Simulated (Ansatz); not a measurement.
C2H4F2Si, SMILES C=C(F)[SiH2]F.

Geometry: TPSSh-D3(BJ)/def2-SVP. The structure was generated by enumeration, and PubChem lists no compound with its InChIKey, so it may never have been made. The values are those of a single conformer.

Two levels are set side by side: PBE/def2-TZVPD (Ansatz, a first-principles code) and CAM-B3LYP/def2-TZVPD (Ansatz). Energy differences of separate SCF runs at the same geometry; the states with an electron removed or added have multiplicity 2 and 2. Differences are taken from unrounded values.

```csv
quantity,CAM-B3LYP,PBE,PBE minus CAM-B3LYP
vertical ionisation energy (eV),10.35,10.07,-0.29
vertical singlet–triplet gap (eV),4.10,4.15,0.05
```
